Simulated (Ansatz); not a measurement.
Geometry optimisation, DFT PBE, scalar-relativistic, plane waves, PAW (Ansatz).

Input file:

```yaml
crystal:
  lattice:
    - [8.588917, 0.0, 0.0]
    - [0.0, 8.588917, 0.0]
    - [0.0, 0.0, 8.588917]
  atoms:
    - { symbol: C, position: [0.1068615, 0.2456498, 0.3879217] }
    - { symbol: O, position: [0.0496405, 0.329524, 0.2956017] }
    - { symbol: O, position: [0.1640826, 0.1617757, 0.4802417] }
    - { symbol: C, position: [0.4228625, 0.9802101, 0.5223799] }
    - { symbol: O, position: [0.3236246, 0.8930461, 0.5596138] }
    - { symbol: O, position: [0.5221004, 1.0673742, 0.4851459] }
    - { symbol: C, position: [0.4044647, 0.1852972, 0.903218] }
    - { symbol: O, position: [0.2849454, 0.2520907, 0.9124848] }
    - { symbol: O, position: [0.523984, 0.1185037, 0.8939511] }
    - { symbol: C, position: [0.3540886, 0.7786625, 0.2311684] }
    - { symbol: O, position: [0.3151356, 0.6957718, 0.3333639] }
    - { symbol: O, position: [0.3930416, 0.8615531, 0.128973] }
    - { symbol: C, position: [0.9085482, 0.6479061, 0.559373] }
    - { symbol: O, position: [0.8978828, 0.6618526, 0.6954754] }
    - { symbol: O, position: [0.9192135, 0.6339596, 0.4232707] }
    - { symbol: C, position: [0.949377, 0.2906484, 0.8459877] }
    - { symbol: O, position: [1.0405696, 0.3773543, 0.7912327] }
    - { symbol: O, position: [0.8581844, 0.2039425, 0.9007426] }
    - { symbol: C, position: [0.5152623, 0.4025929, 0.5603546] }
    - { symbol: O, position: [0.4113697, 0.415976, 0.4717018] }
    - { symbol: O, position: [0.619155, 0.3892098, 0.6490073] }
    - { symbol: C, position: [0.7742845, 0.9438486, 0.5670203] }
    - { symbol: O, position: [0.7366225, 0.9211519, 0.6970147] }
    - { symbol: O, position: [0.8119464, 0.9665452, 0.4370259] }
    - { symbol: C, position: [0.0589017, 0.7000219, 0.0603289] }
    - { symbol: O, position: [0.0378978, 0.8177928, -0.0069092] }
    - { symbol: O, position: [0.0799056, 0.582251, 0.1275669] }
    - { symbol: C, position: [0.6402148, 0.5809237, 0.1115327] }
    - { symbol: O, position: [0.6228291, 0.5297256, 0.237662] }
    - { symbol: O, position: [0.6576006, 0.6321219, -0.0145965] }
    - { symbol: C, position: [0.4155649, 0.7171653, 0.8014098] }
    - { symbol: O, position: [0.3460384, 0.8054438, 0.8801822] }
    - { symbol: O, position: [0.4850913, 0.6288869, 0.7226374] }
    - { symbol: C, position: [0.6219993, 0.1808237, 0.2121641] }
    - { symbol: O, position: [0.7491793, 0.1292792, 0.211452] }
    - { symbol: O, position: [0.4948192, 0.2323682, 0.2128762] }
basis:
  ecutwfc: 420.0
kpoints:
  mp_grid: { grid: [1, 1, 1] }
hamiltonian:
  xc: pbe
scf:
  occupations: { method: fermi_dirac, width: 0.05 }
  lower_state_search: "off"
relax:
  f_tol: 0.3
  max_steps: 15
  adjacent_minimum: "off"
```

Command:

```bash
$ ansatz run input.yaml --threads 1 --pin off --max-ram 3072MiB --backend cpu --events-out ev --progress --plain --runs-dir out
```

Task: Where does it end, and by what steps?

Result: It did not converge within its limit. Limits of this set-up: coarse k mesh. After 14 steps the energy has fallen by 2.747 eV; O32 moved furthest, 1.68 Å.

| step | energy less start (eV) | largest force component (eV/Å) | accepted |
| --- | --- | --- | --- |
| 0 | 0.0000 | 1.815 | yes |
| 1 | -0.8671 | 0.815 | yes |
| 2 | -1.2287 | 0.793 | yes |
| 3 | -1.5421 | 0.678 | yes |
| 4 | -1.7386 | 1.381 | yes |
| 5 | -2.0028 | 0.733 | yes |
| 6 | -2.1895 | 0.787 | yes |
| 7 | -2.3500 | 0.441 | yes |
| 8 | -2.4409 | 0.765 | yes |
| 9 | -2.5470 | 0.352 | yes |
| 10 | -2.6063 | 0.701 | yes |
| 11 | -2.6664 | 0.413 | yes |
| 12 | -2.7075 | 0.475 | yes |
| 13 | -2.7284 | 0.449 | yes |
| 14 | -2.7469 | 0.375 | yes |

```xyz
36
Lattice="8.5889 0.0000 0.0000 0.0000 8.5889 0.0000 0.0000 0.0000 8.5889" Properties=species:S:1:pos:R:3
C 0.536 1.675 2.732
O -0.263 2.484 2.451
O 1.330 0.859 3.013
C 3.161 8.486 5.129
O 2.251 8.187 5.800
O 4.078 8.770 4.458
C 3.047 2.143 8.064
O 2.256 2.211 8.929
O 3.833 2.085 7.193
C 3.094 7.048 1.930
O 2.564 6.514 2.828
O 3.620 7.585 1.026
C 8.197 5.577 4.682
O 7.930 5.796 5.805
O 8.461 5.363 3.565
C 8.420 2.610 6.890
O 9.253 2.934 6.133
O 7.588 2.274 7.639
C 4.690 3.196 4.341
O 3.565 3.300 4.035
O 5.812 3.088 4.658
C 6.566 8.439 6.135
O 5.910 8.094 7.041
O 7.222 8.784 5.228
C 0.200 6.792 0.084
O 0.494 7.878 -0.245
O -0.084 5.711 0.426
C 5.644 4.870 1.073
O 5.575 5.176 2.203
O 5.693 4.577 -0.059
C 3.514 5.518 6.735
O 2.760 5.255 7.592
O 4.263 5.776 5.875
C 5.957 0.797 1.698
O 6.650 -0.139 1.807
O 5.257 1.730 1.598
```

Run time: 76 s on 1 thread of Arm Neoverse V2, on a shared host, peak memory 0.56 GiB.
